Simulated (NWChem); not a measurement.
CH₃FOTe; SMILES CO[Te]F

```xyz
7

Te     0.3144    -0.4756     0.0282
F     -1.5714    -0.9374    -0.0694
O      0.1573     1.3913    -0.5680
C     -0.3406     2.3558     0.3352
H      0.1985     2.3527     1.2990
H     -0.2043     3.3387    -0.1423
H     -1.4157     2.2095     0.5334
```
Atoms are numbered in this order, from 1.

Computed with NWChem. The geometry was optimised at PBE0/def2-SVP. def2 effective core potentials on Te; no spin-orbit coupling. Vertical excitations in the gas phase; the lowest state need not have the same character in each row.

Question: Order these by “lowest excitation, singlet (eV)”, lowest first: LRC-wPBEh/def2-SVP, full TDDFT; PBE/def2-SVP, full TDDFT; BHandHLYP/def2-SVP, full TDDFT.

Answer: PBE/def2-SVP, full TDDFT (2.53), LRC-wPBEh/def2-SVP, full TDDFT (2.65), BHandHLYP/def2-SVP, full TDDFT (2.74)
